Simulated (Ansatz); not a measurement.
Geometry optimisation, RKS PBE/def2-SVP (Ansatz).

Input:

```yaml
crystal:
  periodic: [false, false, false]
  atoms:
    - { symbol: Ge, position_ang: [-0.368959, -0.101232, -0.378923] }
    - { symbol: H, position_ang: [0.01646, 0.782865, 2.20029] }
    - { symbol: F, position_ang: [1.026378, -0.869913, 0.283414] }
    - { symbol: F, position_ang: [-0.04236, 1.586788, -0.52265] }
    - { symbol: F, position_ang: [-0.583828, -0.723013, -1.984087] }
    - { symbol: O, position_ang: [-1.834528, -0.427208, 0.538938] }
    - { symbol: Si, position_ang: [-3.289443, -1.156992, 0.019292] }
    - { symbol: H, position_ang: [-3.055784, -2.603249, -0.30691] }
    - { symbol: H, position_ang: [-4.22557, -1.021863, 1.180085] }
    - { symbol: H, position_ang: [-3.832235, -0.44282, -1.184342] }
    - { symbol: H, position_ang: [-0.663031, 0.543837, 2.150392] }
basis:
  gaussian: { orbitals: def2-SVP }
hamiltonian:
  xc: pbe
relax:
  f_tol: 0.03
  max_steps: 50
output:
  orbitals: {}
```

Command:

```bash
$ ansatz run input.yaml --threads 4 --pin off --max-ram 5120MiB --backend cpu --events-out ev --progress --plain --runs-dir out
```

Where does it end, and by what steps?

It converged. After 4 steps the energy has fallen by 0.109 eV; H2 moved furthest, 0.50 Å.

```csv
step,energy less start (eV),largest force component (eV/Å),accepted
0,0.0000,1.774,yes
1,-0.0867,0.189,yes
2,-0.1050,0.118,yes
3,-0.1084,0.037,yes
4,-0.1088,0.019,yes
```

```xyz
11
Properties=species:S:1:pos:R:3
Ge -0.406 -0.156 -0.521
H 0.181 0.966 2.633
F 0.979 -0.910 0.179
F -0.070 1.532 -0.645
F -0.608 -0.785 -2.124
O -1.847 -0.457 0.414
Si -3.320 -1.186 -0.045
H -3.097 -2.634 -0.373
H -4.221 -1.046 1.143
H -3.899 -0.479 -1.237
H -0.545 0.721 2.571
```

Run time: 10 s on 4 threads of Arm Neoverse V1, with other jobs on the host, peak memory 0.19 GiB.
